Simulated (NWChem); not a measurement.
## Total energies of HSe

```xyz
2

Se     0.0000     0.0000     0.0421
H      0.0000     0.0000    -1.4314
```
Charge 0, spin multiplicity 2.

Everything below was run with NWChem. Structure: optimised with UPBE0/def2-SVP, a minimum by its harmonic frequencies.

Basis set: def2-SVP (37 functions).

```json
[
 {"method": "UHF", "total energy (Ha)": "-2400.11152"},
 {"method": "UMP2", "total energy (Ha)": "-2400.32805"},
 {"method": "UB2PLYP", "total energy (Ha)": "-2401.42793"},
 {"method": "UPBE", "total energy (Ha)": "-2401.45378"},
 {"method": "UB3LYP", "total energy (Ha)": "-2401.85665"},
 {"method": "UCAM-B3LYP", "total energy (Ha)": "-2401.94252"}
]
```

Total energies of different functionals aren't comparable as a measure of quality: only differences taken within one method are. 

The Hamiltonian is non-relativistic. The correlated methods keep 9 core orbitals frozen. B3LYP has NWChem's definition, with VWN1-RPA local correlation. The structure started from a generated list of species. The unpaired electrons of the parent sit in orbitals of symmetry b1 (C2v labels of the run); other states weren't searched. No SCF solution was tested for a lower state. Open-shell Hartree-Fock references start from PBE0 orbitals.
